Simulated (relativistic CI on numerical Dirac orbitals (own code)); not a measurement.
## Inner-shell lines of Cd17+

Computed by Dirac-Coulomb-Breit CI, separate exchange-only KLI orbitals for each configuration, model QED (radiative potential, 1s self-energy scaled to tabulated hydrogen-like ionisation energies), unscaled Slater integrals (own radial code, finite nucleus).

CI space (outside the closed core [Ar]): 3d10 4s2 4p, 3d9 4s2 4p2, 3d9 4s2 4p 4f, 3d9 4s2 4p 5p, 3d9 4s 4p3, 3d10 4s 4p2. Levels of other configurations are missing.

The table holds the strongest lines. The upper levels have an inner-shell vacancy. Auger decay, open to those above the ionisation limit, is not computed, and radiative decays to configurations outside the model are missing too. Absolute energies can be off by a few tenths of a per cent, so close lines can change order. LS names give the leading component, which can be well under half, for lower levels too. Brackets number the levels in order of energy.

```csv
λ (Å),Upper,Lower,A (s⁻¹),gA (s⁻¹)
31.1354,3d9 4s 4p3 4D°_7/2 [47],3d10 4s 4p2 4P_5/2 [5],1.86e+11,1.49e+12
30.8691,3d9 4s2 4p2 2D_3/2 [19],3d10 4s2 4p 2P°_1/2 [1],7.09e+11,2.84e+12
30.8222,3d9 4s 4p3 2F°_5/2 [70],3d10 4s 4p2 2D_3/2 [6],3.12e+11,1.87e+12
30.7744,3d9 4s2 4p2 2P_3/2 [31],3d10 4s2 4p 2P°_3/2 [2],7.92e+11,3.17e+12
30.7734,3d9 4s2 4p2 2D_5/2 [32],3d10 4s2 4p 2P°_3/2 [2],8.43e+11,5.06e+12
30.5529,3d9 4s 4p3 4D°_7/2 [59],3d10 4s 4p2 4P_5/2 [5],3.28e+11,2.62e+12
30.5318,3d9 4s 4p3 4P°_5/2 [61],3d10 4s 4p2 4P_5/2 [5],3.24e+11,1.94e+12
30.4603,3d9 4s 4p3 4D°_5/2 [55],3d10 4s 4p2 4P_3/2 [4],3.46e+11,2.08e+12
30.3483,3d9 4s 4p3 4P°_3/2 [48],3d10 4s 4p2 4P_1/2 [3],4.43e+11,1.77e+12
30.132,3d9 4s 4p3 4D°_7/2 [72],3d10 4s 4p2 4P_5/2 [5],1.64e+11,1.31e+12
30.0324,3d9 4s 4p3 4P°_3/2 [77],3d10 4s 4p2 4P_5/2 [5],2.54e+11,1.01e+12
22.7065,3d9 4s2 4p 4f 2D_5/2 [173],3d10 4s2 4p 2P°_3/2 [2],5.56e+11,3.34e+12
22.6961,3d9 4s2 4p 4f 4F_3/2 [132],3d10 4s2 4p 2P°_1/2 [1],9.23e+11,3.69e+12
22.6878,3d9 4s2 4p 4f 2D_3/2 [175],3d10 4s2 4p 2P°_3/2 [2],2.64e+11,1.05e+12
22.6748,3d9 4s2 4p 4f 2F_5/2 [176],3d10 4s2 4p 2P°_3/2 [2],2.06e+11,1.23e+12
22.6695,3d9 4s2 4p 4f 4D_1/2 [133],3d10 4s2 4p 2P°_1/2 [1],1.59e+12,3.18e+12
22.6394,3d9 4s2 4p 4f 2D_3/2 [181],3d10 4s2 4p 2P°_3/2 [2],3.08e+11,1.23e+12
22.5814,3d9 4s2 4p 4f 4P_1/2 [185],3d10 4s2 4p 2P°_3/2 [2],9.51e+11,1.90e+12
22.542,3d9 4s2 4p 4f 2P_3/2 [192],3d10 4s2 4p 2P°_3/2 [2],2.75e+11,1.10e+12
22.479,3d9 4s2 4p 4f 2F_5/2 [200],3d10 4s2 4p 2P°_3/2 [2],2.29e+11,1.37e+12
22.4146,3d9 4s2 4p 4f 2F_5/2 [209],3d10 4s2 4p 2P°_3/2 [2],1.29e+12,7.73e+12
22.29,3d9 4s2 4p 4f 2D_3/2 [181],3d10 4s2 4p 2P°_1/2 [1],2.98e+11,1.19e+12
22.2713,3d9 4s2 4p 4f 2D_3/2 [217],3d10 4s2 4p 2P°_3/2 [2],6.86e+11,2.75e+12
22.2306,3d9 4s2 4p 4f 2P_3/2 [186],3d10 4s2 4p 2P°_1/2 [1],3.43e+11,1.37e+12
22.2247,3d9 4s2 4p 4f 2F_5/2 [220],3d10 4s2 4p 2P°_3/2 [2],2.25e+11,1.35e+12
22.1957,3d9 4s2 4p 4f 2P_3/2 [192],3d10 4s2 4p 2P°_1/2 [1],2.47e+11,9.88e+11
22.1174,3d9 4s2 4p 4f 2P_1/2 [203],3d10 4s2 4p 2P°_1/2 [1],1.54e+13,3.08e+13
22.1119,3d9 4s2 4p 4f 2D_3/2 [204],3d10 4s2 4p 2P°_1/2 [1],1.87e+13,7.49e+13
22.0928,3d9 4s2 4p 4f 4D_3/2 [207],3d10 4s2 4p 2P°_1/2 [1],2.96e+12,1.18e+13
22.0872,3d9 4s2 4p 4f 2P_3/2 [221],3d10 4s2 4p 2P°_3/2 [2],2.34e+13,9.38e+13
22.0679,3d9 4s2 4p 4f 2D_5/2 [222],3d10 4s2 4p 2P°_3/2 [2],2.10e+13,1.26e+14
22.0558,3d9 4s2 4p 4f 4D_1/2 [211],3d10 4s2 4p 2P°_1/2 [1],6.67e+11,1.33e+12
22.0454,3d9 4s2 4p 4f 2S_1/2 [223],3d10 4s2 4p 2P°_3/2 [2],2.34e+13,4.68e+13
22.0051,3d9 4s2 4p 4f 4F_3/2 [213],3d10 4s2 4p 2P°_1/2 [1],5.56e+11,2.23e+12
21.9842,3d9 4s2 4p 4f 2P_1/2 [215],3d10 4s2 4p 2P°_1/2 [1],7.32e+12,1.46e+13
```
